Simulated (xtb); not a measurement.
H₅OSi₂ (SMILES [SiH2]O[SiH3]), doublet, geometry from GFN2-xTB.

Here is a job for xtb.
```
$ xtb mol.xyz --gfn 1 --uhf 1 --etemp 5000 --json

# file mol.xyz
8

Si     1.54379394    -0.43422342     0.39501136
O     -0.03710541    -0.09917460     0.23599515
Si    -1.43565834     0.41521007    -0.39304454
H      1.90743865    -1.40401670    -0.62842337
H      2.27646043     0.82369731     0.36453240
H     -1.24322432     1.78997057    -0.85374532
H     -1.76684789    -0.47438927    -1.50486579
H     -2.39088219     0.32432197     0.70700531
```

What does this run give for the partial charges in atom order, dipole moment?


```yaml
partial_charges_in_atom_order: Si1 0.30, O2 -0.36, Si3 0.37, H4 -0.05, H5 -0.05, H6 -0.07, H7 -0.07, H8 -0.07
dipole_moment: 0.65 D
```
